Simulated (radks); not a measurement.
Coherent X-ray form factor from a spherical all-electron density. Calculated with a radial shooting solver on a logarithmic mesh with Libxc functionals: non-relativistic Kohn-Sham, exchange-only B88, spin-polarised, spherical densities, point nucleus.

sin(theta)/lambda (1/angstrom)  f0 (electrons)
0.05                                     6.773
0.1                                      6.173
0.15                                     5.381
0.2                                      4.569
0.25                                     3.842
0.3                                      3.243
0.4                                      2.419
0.5                                      1.961
0.6                                      1.708
0.8                                      1.444
1                                        1.260
1.25                                     1.040
1.5                                      0.837
2                                        0.522

The species is in the configuration that NIST lists as its ground one. Which atom or ion scatters so?

Answer. Neutral nitrogen, [He] 2s2 2p3. Extrapolating in s^2 from the first two rows gives f0(0) = 7.0, near the electron count 7; among species with that count, the fall with angle is slower the higher Z, and the table is that of Z = 7; from so few rows the species is fixed only to a neighbour or two.
